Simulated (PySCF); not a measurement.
## CH7GePS: core ionisation energies

CH7GePS.
Bonds: C1–S2, S2–Ge3, Ge3–P4. Hydrogens: H5, H6, H7 on C1; H8, H9 on Ge3; H10, H11 on P4.

Level of theory: PySCF 2.14.0, delta-SCF UKS SCAN, pcX-2 on the ionised atom, pcseg-1 elsewhere, spin-free X2C. Vertical ΔSCF values, vacuum level as zero.

**Question.** What binding energy does each computed site have?

**Answer.** 
```csv
atom(s),environment,level,binding energy (eV),2p1/2 (eV),count
C1,S-methyl carbon,C 1s,291.31,–,1
S2,sulfur bonded to C and Ge,S 1s,2476.49,–,1
P4,three-coordinate phosphorus,P 2p3/2,136.43,137.32,1
P4,three-coordinate phosphorus,P 1s,2149.97,–,1
```

**Question.** Which effective nuclear charge Zeff reproduces each element's mean 1s value in the hydrogen-like formula E = 13.606 eV × Zeff²?

**Answer.** C (Z = 6): mean 291.3 eV, Zeff = 4.63, Z − Zeff = 1.37; P (Z = 15): mean 2150.0 eV, Zeff = 12.57, Z − Zeff = 2.43; S (Z = 16): mean 2476.5 eV, Zeff = 13.49, Z − Zeff = 2.51. Means run over the listed sites, weighted by atom count.

**Question.** What is the longest wavelength that can ionise P 2p3/2 of P4 vertically?

**Answer.** λ = hc/E = 12398.42 eV Å / 136.43 eV = 90.878 Å.

Not every level is listed. Spin–orbit coupling isn't in the SCF: each 2p doublet comes from a relaxed spin-free hole plus a matrix of the shell (mean-field spin–orbit coupling and the ground-state 2p splitting), with 2p3/2 averaged over its two sublevels. 2p1/2 minus 2p3/2 (ligand field included): P 0.89 eV. No level of germanium is listed. The structure is a single PBE0-D3(BJ)/def2-SVP conformer in the gas phase; no vibrational or solvent corrections.

Shape of the structure used: `[CH3:1][S:2][GeH2:3][PH2:4]`: C1–S2–Ge3–P4 -179°, H–P4–Ge3–S2 -170°, H–P4–Ge3–S2 -76°.
